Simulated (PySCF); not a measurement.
Static response to an electric field

Species: Hf(OH)4 (singlet state).
Cartesian coordinates in Å at the PBE0-D3(BJ)/def2-SVP level; atoms count from 1:
```xyz
9
H4HfO4 angstrom
Hf    -0.0011   -0.0001    0.0003
O     -0.5202    0.1857    1.8517
H     -0.7512    0.2503    2.7736
O      1.8954    0.3216   -0.1723
H      2.8294    0.4724   -0.2836
O     -0.9727    1.2846   -1.0656
H     -1.4446    1.9354   -1.5767
O     -0.4078   -1.7859   -0.6148
H     -0.6272   -2.6640   -0.9125
```

Level: PBE0/def2-SVPD (PySCF), static field, nuclei fixed, core orbitals frozen in the response. The polarisability tensor in these axes (au):

```
x   55.30  0.00 -0.03
y    0.00 55.35 -0.02
z   -0.03 -0.02 55.31
```

Task: Diagonalise the tensor; give its mean and Δα, where Δα² is half the sum of the squared differences of the eigenvalues.

Result: Principal values 55.27, 55.33 and 55.37 au; mean 55.32 au = 8.20 Å³ = 9.12 × 10⁻⁴⁰ C²·m²/J; Δα = 0.08 au (0 % of the mean). Point group Td makes the tensor isotropic, so any spread comes from the grid or from a geometry that is symmetric only within 0.08 Å.

Task: What is the dipole moment?

Result: 0.04 D; point group Td allows none, and the residue is numerical.

Task: Find the Langevin capture rate constant for O2+ (31.990 u) meeting this molecule (247.958 u), k = 2.342 × 10⁻⁹ cm³/s × √(α in Å³ / reduced mass in u).

Result: The reduced mass is 28.33 u, so k = 1.26 × 10⁻⁹ cm³/s.

Task: Refractivity n − 1 of an ideal gas of it at 273.15 K and 1 atm, from the electronic α?

Result: N = p/kT = 2.6868 × 10¹⁹ cm⁻³, so n − 1 = 2π × N × 8.20 × 10⁻²⁴ cm³ = 1384 × 10⁻⁶ at long wavelengths, for an ideal gas.

Task: Estimate the molar refractivity from the static electronic polarisability.

Result: Lorentz–Lorenz: R = (4π/3)N_A α = 2.5225 cm³/(mol·Å³) × 8.20 Å³ = 20.7 cm³/mol, in the limit of long wavelengths.

Isolated species at its PBE0-D3(BJ)/def2-SVP geometry, gas phase. Atoms past krypton carry effective core potentials; spin–orbit coupling is left out.

These values come from a run that also computed excited states. Time: 60 s wall. Hardware: one thread, x86-64 server, on a shared host.
